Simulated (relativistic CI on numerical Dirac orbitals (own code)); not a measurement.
# Ge XIV: computed level list

Computed by Dirac-Coulomb-Breit CI, orbitals from a KLI potential per configuration, model QED, unscaled Slater integrals (own radial code, finite nucleus).

Configuration list (outside the closed core [Ne]): 3s2 3p6 3d, 3s2 3p5 3d2, 3s 3p6 3d2, 3s2 3p6 4s, 3s2 3p6 4p, 3s2 3p6 4d, 3s2 3p6 4f, 3s2 3p5 3d 4s, 3s2 3p5 3d 4p, 3s2 3p6 5s, 3s2 3p6 5p, 3s2 3p6 5d, 3s2 3p5 3d 4d, 3s 3p6 3d 4s, 3s2 3p6 5f, 3s2 3p6 5g, 3s2 3p6 6s, 3s2 3p5 3d 4f, 3s 3p6 3d 4p, 3s2 3p6 6p, 3s2 3p6 6d, 3s 3p6 4s2, 3p6 3d3, 3p5 3d4, 3p6 3d2 4s, 3p5 3d3 4s. Double excitations out of closed p, d and f shells are left out; levels of such configurations are missing from the list, as are those of other unlisted configurations, and high levels can miss mixing partners. These lack a partner that the ground configuration has and come out too high: 3s2 3p5 3d 4p, 3s2 3p5 3d 4d, 3s2 3p5 3d 4f.

The lowest level is 3s2 3p6 3d 2D_3/2, with 100 % of that term; Hund's rules for 3s2 3p6 3d give 2D with J = 3/2, in agreement.

| No. | Configuration | Term | J | E (cm⁻¹) | % | Lifetime (s) |
| --- | --- | --- | --- | --- | --- | --- |
| 1 | 3s2 3p6 3d | 2D | 3/2 | 0 | 100 |  |
| 2 | 3s2 3p6 3d | 2D | 5/2 | 7587 | 100 | 2.13e-01 |
| 3 | 3p5 3d2(3F) | 4D° | 1/2 | 581925 | 99 | 2.97e-07 |
| 4 | 3p5 3d2(3F) | 4D° | 3/2 | 584848 | 96 | 7.26e-08 |
| 5 | 3p5 3d2(3F) | 4D° | 5/2 | 589772 | 93 | 5.14e-08 |
| 6 | 3p5 3d2(3F) | 4D° | 7/2 | 596973 | 92 | 7.19e-08 |
| 7 | 3p5 3d2(3F) | 4G° | 11/2 | 617565 | 100 | 2.76e+02 |
| 8 | 3p5 3d2(3F) | 4G° | 9/2 | 618838 | 85 | 7.89e-02 |
| 9 | 3p5 3d2(3F) | 4G° | 7/2 | 622348 | 73 | 1.21e-07 |
| 10 | 3p5 3d2(3P) | 4P° | 5/2 | 624987 | 34 | 9.03e-09 |
| 11 | 3p5 3d2(3P) | 4P° | 5/2 | 627742 | 60 | 2.00e-07 |
| 12 | 3p5 3d2(3P) | 4P° | 3/2 | 634211 | 88 | 4.33e-08 |
| 13 | 3p5 3d2(3F) | 4F° | 3/2 | 638345 | 56 | 1.02e-09 |
| 14 | 3p5 3d2(3P) | 4P° | 1/2 | 641717 | 91 | 1.32e-07 |
| 15 | 3p5 3d2(1D) | 2D° | 5/2 | 645732 | 63 | 1.71e-09 |
| 16 | 3p5 3d2(3F) | 4F° | 9/2 | 647043 | 80 | 2.50e-03 |
| 17 | 3p5 3d2(3F) | 4F° | 7/2 | 648930 | 52 | 2.85e-08 |
| 18 | 3p5 3d2(1G) | 2F° | 5/2 | 655853 | 64 | 3.82e-10 |
| 19 | 3p5 3d2(3F) | 4F° | 3/2 | 658342 | 36 | 2.18e-09 |
| 20 | 3p5 3d2(3F) | 4F° | 5/2 | 660168 | 40 | 9.39e-09 |
| 21 | 3p5 3d2(1G) | 2F° | 7/2 | 663544 | 66 | 7.24e-10 |
| 22 | 3p5 3d2(1D) | 2P° | 1/2 | 668106 | 94 | 1.07e-09 |
| 23 | 3p5 3d2(1G) | 2H° | 11/2 | 671649 | 100 | 3.83e-02 |
| 24 | 3p5 3d2(1D) | 2F° | 7/2 | 673399 | 87 | 1.82e-10 |
| 25 | 3p5 3d2(3F) | 2G° | 7/2 | 688047 | 64 | 1.65e-08 |
| 26 | 3p5 3d2(1D) | 2P° | 3/2 | 690319 | 55 | 3.57e-09 |
| 27 | 3p5 3d2(1G) | 2H° | 9/2 | 694067 | 63 | 2.38e-03 |
| 28 | 3p5 3d2(3P) | 4D° | 5/2 | 700792 | 83 | 8.72e-10 |
| 29 | 3p5 3d2(3P) | 4D° | 7/2 | 701936 | 86 | 6.81e-09 |
| 30 | 3p5 3d2(3F) | 2G° | 9/2 | 703193 | 64 | 4.61e-04 |
| 31 | 3p5 3d2(3P) | 4D° | 3/2 | 705517 | 72 | 8.05e-10 |
| 32 | 3p5 3d2(1D) | 2F° | 5/2 | 711996 | 88 | 1.35e-10 |
| 33 | 3p5 3d2(3P) | 4D° | 1/2 | 715616 | 97 | 6.34e-10 |
| 34 | 3p5 3d2(3P) | 2D° | 3/2 | 734732 | 72 | 8.40e-10 |
| 35 | 3p5 3d2(3P) | 2S° | 1/2 | 744995 | 95 | 1.85e-09 |
| 36 | 3p5 3d2(3P) | 4S° | 3/2 | 745653 | 89 | 6.81e-10 |
| 37 | 3p5 3d2(3P) | 2D° | 5/2 | 748450 | 81 | 7.97e-10 |
| 38 | 3p5 3d2(1G) | 2G° | 7/2 | 751025 | 93 | 2.69e-10 |
| 39 | 3p5 3d2(1G) | 2G° | 9/2 | 752984 | 85 | 3.95e-04 |
| 40 | 3p5 3d2(1S) | 2P° | 3/2 | 780688 | 98 | 2.39e-09 |
| 41 | 3p5 3d2(1S) | 2P° | 1/2 | 813466 | 98 | 1.85e-10 |
| 42 | 3p5 3d2(3F) | 2F° | 5/2 | 824500 | 98 | 3.97e-12 |
| 43 | 3p5 3d2(1G) | 2F° | 7/2 | 845848 | 97 | 3.82e-12 |
| 44 | 3p5 3d2(3P) | 2P° | 1/2 | 902722 | 99 | 1.99e-12 |
| 45 | 3p5 3d2(3P) | 2P° | 3/2 | 913258 | 99 | 1.94e-12 |

Energies count from the lowest computed level; ° marks odd parity; lifetimes are radiative, by E1, M1, E2, M2, E3 decay to levels of this space only. Percentages are summed over parent terms; the parents shown are those of the largest component, closed shells are left out there.

The mean weight of the leading LS term, summed over parents, in these 45 levels is 81 %, and that of the leading jj configuration (from the same eigenvectors) 55 %, so LS coupling describes them better.

At this charge energies of transitions that change n are usually good to better than 1 %, and those within a shell (Δn = 0) to a few per cent.

LS names give the leading component of a level, which can be under half, so a name can repeat, a term be missing and a line seem to break the LS rules.
